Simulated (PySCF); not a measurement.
Excitation energies in several basis sets

Compound: pentachloroethane, C2HCl5.
Atom-mapped SMILES: `[Cl:1][CH:2]([Cl:3])[C:4]([Cl:5])([Cl:6])[Cl:7]` (hydrogens: H8 on C2)

TDDFT with PBE0 (PySCF), vertical singlets, core orbitals frozen in the response, spherical d and f functions. Isolated species at its PBE0-D3(BJ)/def2-SVP geometry, gas phase.

```tsv
basis	functions	diffuse	S1 (eV)	S2 (eV)	S3 (eV)	S4 (eV)	S5 (eV)	LUMO (eV)	α (au)
6-31G*	120	no	6.31	6.56	6.71	6.77	6.81	-1.05	69.2
def2-SVP	123	no	6.78	6.90	7.03	7.08	7.20	-0.36	65.6
6-31+G*	148	yes	6.23	6.47	6.62	6.68	6.72	-1.25	81.6
def2-SVPD	183	yes	6.32	6.56	6.58	6.70	6.81	-1.16	92.7
aug-cc-pVDZ	190	yes	6.26	6.51	6.65	6.70	6.76	-1.14	92.3
def2-TZVP	253	no	6.31	6.55	6.71	6.76	6.80	-0.99	82.9
```

**Question.** How much do these states and the polarisability depend on the basis?

**Answer.** States are compared by their number. Against the largest diffuse basis here (aug-cc-pVDZ, itself not a converged limit), sets without diffuse functions differ by up to 0.52 eV in S1 and 0.44 eV in S5; the smaller diffuse sets differ by up to 0.05 and 0.05 eV. State by state, the largest deviation of a set without diffuse functions is S1 0.52, S2 0.39, S3 0.38, S4 0.38, S5 0.44 eV. The same number needn't mean the same state in each row. Against aug-cc-pVDZ the polarisability deviates by -25% in 6-31G*, -29% in def2-SVP, -12% in 6-31+G*, 0% in def2-SVPD, -10% in def2-TZVP. A single + in a Pople set puts diffuse functions on heavy atoms only.
